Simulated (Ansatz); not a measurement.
Consider the formal exchange of groups at the Se–Al bond: `[CH3][Al]([OH])[SeH]` + CH₃OH → `OC[SeH]` + `[CH3][AlH][OH]`.

Calculated with Ansatz (gas phase, PBE0-D4/def2-TZVP geometries, no zero-point term in ΔE). CBS: MP2 limit from def2 TZ/QZ plus the TZ coupled-cluster correction, frozen cores. This one scheme is used for every species. Functionals use def2-TZVPP. For Se outer-core shells are correlated without core-valence functions, which leaves a few kJ/mol of doubt a bond. Scalar relativity is left out up to krypton. Each species was taken in one conformer, which may not be the lowest.

```json
{"level": "ωB97X-V", "ΔE (kcal/mol)": "37.7"}
{"level": "PBE-QIDH", "ΔE (kcal/mol)": "39.7"}
```

What does CCSD(T)/CBS give? (Estimate.)

Ansatz gave: +39.3 kcal/mol. The listed levels differ from it by -1.6, 0.4 kcal/mol.

Largest T1 diagnostic among the species: 0.011.

From r2SCAN to r2SCAN0 (25 % exact exchange), in def2-TZVPP and without D4, ΔE moves by +1.3 kcal/mol. Leaving LDA and LC-ωPBE aside and taking each functional with its dispersion term where it has one, the values, not all of them listed here, spread over 4.4 kcal/mol, from BLYP-D4 to BHLYP-D4. LDA lies −0.8 kcal/mol from PBE without D4. In def2-TZVPP, CCSD(T) changes the Hartree–Fock value by −2.6 kcal/mol (the triples alone add −0.5 kcal/mol) and MP2 by −1.7 kcal/mol.
